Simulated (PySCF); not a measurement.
(1E)-1-fluorobuta-1,3-diene (C4H5F), SMILES C=C/C=C/F. Atoms are numbered in the order given.

```xyz
10

C      0.2295     2.4635     0.0000
C     -0.3964     1.2717     0.0000
C      0.2789    -0.0096     0.0000
C     -0.3845    -1.1763     0.0000
F      0.2489    -2.3506     0.0000
H      1.3225     2.5309     0.0000
H     -0.3320     3.4010     0.0000
H     -1.4945     1.2462     0.0000
H      1.3749    -0.0355     0.0000
H     -1.4755    -1.2833     0.0000
```
Charge 0, spin multiplicity 1.

Geometry optimised at r2SCAN-D4/def2-SVP. The values are those of a single conformer.

All values below come from PySCF with B3LYP/pcSseg-1.

GIAO shieldings, no solvent; atoms listed in one row are averaged. δ = σ(ref) − σ: ¹³C against TMS (σ = 181.3 ppm); ¹⁹F against CFCl3 (σ = 161.7 ppm); ¹H against TMS (σ = 31.68 ppm), references at their B3LYP-D3(BJ)/def2-TZVP geometries, non-relativistic.

| nucleus | atoms | count | δ (ppm) |
|---|---|---|---|
| ¹³C | C4 | 1 | 167.2 |
| ¹³C | C2 | 1 | 141.3 |
| ¹³C | C1 | 1 | 126.3 |
| ¹³C | C3 | 1 | 124.9 |
| ¹⁹F | F5 | 1 | -123.6 |
| ¹H | H10 | 1 | 7.29 |
| ¹H | H8 | 1 | 6.46 |
| ¹H | H9 | 1 | 6.44 |
| ¹H | H6 | 1 | 5.69 |
| ¹H | H7 | 1 | 5.54 |
